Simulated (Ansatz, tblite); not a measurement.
Potential energy curve for cyclohexasilane, SMILES [SiH2]1[SiH2][SiH2][SiH2][SiH2][SiH2]1. The Si1–H18 bond (Si1 also carries H, Si, Si; H18 carries nothing else) is stretched with both fragments frozen at the PBE0/def2-SVP optimised geometry. Each curve is given relative to its own lowest point near equilibrium.

| R / Å | A | B | C | D |
|---|---|---|---|---|
| 1.22 | 25.1 | 24.9 | 24.1 | 24.9 |
| 1.31 | 7.6 | 10.2 | 9.5 | 10.2 |
| 1.40 | 1.0 | 2.6 | 2.3 | 2.6 |
| 1.45 | 0.0 | 0.7 | 0.5 | 0.7 |
| 1.50 | 0.1 | 0.0 | 0.0 | 0.0 |
| 1.55 | 1.0 | 0.3 | 0.5 | 0.3 |
| 1.59 | 2.1 | 1.1 | 1.5 | 1.1 |
| 1.69 | 5.7 | 4.8 | 5.7 | 4.8 |
| 1.81 | 10.5 | 11.4 | 12.9 | 11.4 |
| 2.00 | 19.3 | 23.9 | 26.5 | 23.9 |
| 2.18 | 28.9 | 36.3 | 40.0 | 36.3 |
| 2.45 | 43.0 | 53.6 | 59.0 | 53.6 |
| 2.79 | 58.6 | 71.6 | 75.2 | 71.3 |
| 3.15 | 71.1 | 86.1 | 82.2 | 80.5 |
| 3.66 | 82.0 | 99.9 | 85.4 | 84.5 |
| 4.36 | 87.9 | 110.3 | 86.4 | 85.6 |

Energies in kcal/mol.

Task: Which curve belongs to which method? The methods are GFN2-xTB, 300 K electronic temperature in tblite; restricted PBE/def2-SVP (Ansatz, a quantum-chemistry and plane-wave program); Ansatz with unrestricted PBE/def2-SVP; Ansatz with unrestricted PBE0/def2-SVP.

Result: A is GFN2-xTB; B is RKS-PBE; C is UKS-PBE0; D is UKS-PBE.

The restricted form behind RKS-PBE keeps the bonding electrons paired and can't separate into open-shell fragments. The unrestricted determinant behind UKS-PBE, UKS-PBE0 is spin-contaminated at 2.79 to 4.36 Å (<S²> up to 1.0, against 0.00 for a pure singlet).
